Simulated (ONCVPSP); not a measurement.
What one change does to a pseudopotential (indium (In), ONCV)

* Element: In (Z = 49)
* Generator: ONCVPSP 4.0.1
* Type: optimised norm-conserving Vanderbilt (ONCV)
* Functional: LDA (Perdew-Wang 92)
* Relativity: scalar-relativistic
* Frozen core: [Kr]
* Valence charge: 13
* Reference configuration: 4d10 5s2 5p1
* Partial waves: 5s: rc 1.80 bohr, ncon 4, nbas 9, qcut 4.4 1/bohr, 2 projectors, debl 1.5 Ha; 5p: rc 2.85 bohr, ncon 5, nbas 9, qcut 3.2 1/bohr, 2 projectors, debl 2.9 Ha; 4d: rc 1.15 bohr, ncon 4, nbas 7, qcut 10 1/bohr, 2 projectors, debl 2.8 Ha
* Local potential: polynomial inside 0.75 bohr (lpopt 5, dvloc0 1 Ha)
* Core correction: Teter function, fcfact 3.75, rcfact 1.4

Change: local potential polynomial inside 0.90 bohr (lpopt 5, dvloc0 0 Ha).

Cutoffs: the cutoffs (Ha) at which the residual kinetic energy of the hardest occupied pseudo-wave falls to 1 and 0.1 mHa per electron; they do not see the model core or the augmentation charge, which bear on the density cutoff. Errors are all-electron minus pseudo energies relative to the spin-unpolarised reference configuration.

Predict the effect on cutoff, ghosts and configuration errors.

The potential gets neither clearly harder nor softer (41 Ha and 49 Ha → 41 Ha and 49 Ha); both files keep a bound ghost (p, s); the lowest positive-energy flag moves from s at 52.8 eV to s at 132.4 eV; the errors of the 3 common tests hardly move; the range in which the s phases agree widens (upper end 1.9 → 4.7); the range in which the p phases agree widens (upper end 1.9 → 4.7).

```csv
quantity,base,changed
"cutoff, loose",41 Ha,41 Ha
"cutoff, tight",49 Ha,49 Ha
bound ghosts,"s, p","s, p"
GHOST(+) flags under 300 eV,s at 52.8 eV,s at 132.4 eV
tests with a reliable result,3 of 4,3 of 4
"error for 4d10 5s2 5p0, meV [ΔE 5.59 eV]",-2.0,-2.0
"error for 4d10 5s1 5p0, meV [ΔE 25.24 eV]",-8.5,-8.6
"error for 4d10 5s1 5p2, meV [ΔE 5.94 eV]",-0.4,-0.5
s: phases at 1.83 bohr within 0.05 rad from the reference energy up to (Ha; the scan ends near 5),1.9,4.7
p: phases at 2.90 bohr within 0.05 rad from the reference energy up to (Ha; the scan ends near 5),1.9,4.7
d: phases at 1.17 bohr within 0.05 rad from the reference energy up to (Ha; the scan ends near 5),to the end of the scan,to the end of the scan
"rms error of d²Exc/dni dnj with the model core, mHa",1.24,1.24
```

 A true bound ghost makes a file unfit for plane-wave use even where its test errors are small: the radial tests pick states by their node count and pass the ghost by.
